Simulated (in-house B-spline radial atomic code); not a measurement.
C²⁺. Computed with a B-spline radial atomic code. Model: all-electron spherical atom, spin shells full or empty, radial basis limit, no spin-orbit coupling: exact exchange with a local potential (Slater, KLI or optimised effective potential, whose far tail is KLI's), no correlation.

The run also made RPA and GW results, which its time includes.

The Slater potential averages the orbital exchange potentials with the orbital densities as weights, KLI adds orbital constants, and the optimised effective potential minimises the exact-exchange energy among local potentials. So their energies lie above Hartree-Fock in the order OEP, KLI, Slater. All fall off as −1/r, unlike LDA and GGA exchange.

Command:
```bash
python run_gw.py task.json out
```
Settings (nuclear radius in fm, other lengths in bohr, energies in hartree):
```
Z                      6
electrons              4
configuration          [He] 2s2
hamiltonian            x2c
method                 kli
lmax                   9
rms_radius             2.4702
spin_polarised         False
box_radius             17.55
intervals              106
ion_configuration      [He] 2s1
```

Cost of the run: 5.7 s on 1 thread of Arm Neoverse N1, with other jobs on the host.

Given: hamiltonian one-electron scalar X2C; mean-field start exchange-only KLI.

Computed: energy above Hartree-Fock 0.97559 millihartree.

```json
{"radius (bohr)": "0.00833", "r times exchange potential (hartree bohr)": "-0.042086"}
{"radius (bohr)": "0.00986", "r times exchange potential (hartree bohr)": "-0.049782"}
{"radius (bohr)": "0.0117", "r times exchange potential (hartree bohr)": "-0.059014"}
{"radius (bohr)": "0.0138", "r times exchange potential (hartree bohr)": "-0.069515"}
{"radius (bohr)": "0.0164", "r times exchange potential (hartree bohr)": "?"}
{"radius (bohr)": "0.0194", "r times exchange potential (hartree bohr)": "-0.09729"}
{"radius (bohr)": "0.0229", "r times exchange potential (hartree bohr)": "-0.11446"}
{"radius (bohr)": "0.0271", "r times exchange potential (hartree bohr)": "-0.13482"}
{"radius (bohr)": "0.0321", "r times exchange potential (hartree bohr)": "-0.15869"}
{"radius (bohr)": "0.038", "r times exchange potential (hartree bohr)": "-0.18628"}
{"radius (bohr)": "0.045", "r times exchange potential (hartree bohr)": "-0.21812"}
{"radius (bohr)": "0.0533", "r times exchange potential (hartree bohr)": "-0.2545"}
{"radius (bohr)": "0.063", "r times exchange potential (hartree bohr)": "-0.29499"}
{"radius (bohr)": "0.0746", "r times exchange potential (hartree bohr)": "-0.34041"}
{"radius (bohr)": "0.0883", "r times exchange potential (hartree bohr)": "-0.38972"}
{"radius (bohr)": "0.105", "r times exchange potential (hartree bohr)": "-0.44345"}
{"radius (bohr)": "0.124", "r times exchange potential (hartree bohr)": "-0.49628"}
{"radius (bohr)": "0.146", "r times exchange potential (hartree bohr)": "-0.54702"}
{"radius (bohr)": "0.173", "r times exchange potential (hartree bohr)": "-0.59544"}
{"radius (bohr)": "0.205", "r times exchange potential (hartree bohr)": "?"}
{"radius (bohr)": "0.243", "r times exchange potential (hartree bohr)": "-0.66344"}
{"radius (bohr)": "0.288", "r times exchange potential (hartree bohr)": "-0.67412"}
{"radius (bohr)": "0.34", "r times exchange potential (hartree bohr)": "-0.66321"}
{"radius (bohr)": "0.403", "r times exchange potential (hartree bohr)": "-0.62408"}
{"radius (bohr)": "0.477", "r times exchange potential (hartree bohr)": "-0.55475"}
{"radius (bohr)": "0.565", "r times exchange potential (hartree bohr)": "-0.4864"}
{"radius (bohr)": "0.668", "r times exchange potential (hartree bohr)": "-0.5031"}
{"radius (bohr)": "0.791", "r times exchange potential (hartree bohr)": "-0.60347"}
{"radius (bohr)": "0.936", "r times exchange potential (hartree bohr)": "-0.71315"}
{"radius (bohr)": "1.11", "r times exchange potential (hartree bohr)": "-0.80697"}
{"radius (bohr)": "1.31", "r times exchange potential (hartree bohr)": "-0.87919"}
{"radius (bohr)": "1.55", "r times exchange potential (hartree bohr)": "-0.93303"}
{"radius (bohr)": "1.84", "r times exchange potential (hartree bohr)": "-0.96844"}
{"radius (bohr)": "2.18", "r times exchange potential (hartree bohr)": "-0.98752"}
{"radius (bohr)": "2.57", "r times exchange potential (hartree bohr)": "-0.99589"}
{"radius (bohr)": "3.05", "r times exchange potential (hartree bohr)": "-0.99901"}
{"radius (bohr)": "3.61", "r times exchange potential (hartree bohr)": "-0.99982"}
```

Problem. What belongs in the row 0.0164?

Solution. r times exchange potential (hartree bohr): -0.082455.

Problem. What belongs in the row 0.205?

Solution. r times exchange potential (hartree bohr): -0.63566.

```tsv
occupied	level (hartree)	Hartree-Fock level (hartree)
1s	-11.832	-12.655
2s	-1.694	-1.6948
```

| empty | level (hartree) |
| --- | --- |
| 2p | -1.3803 |
| 3s | -0.63985 |
| 3p | ? |
| 3d | -0.50822 |

Problem. What belongs in the row 3p?

Solution. level (hartree): -0.56241.
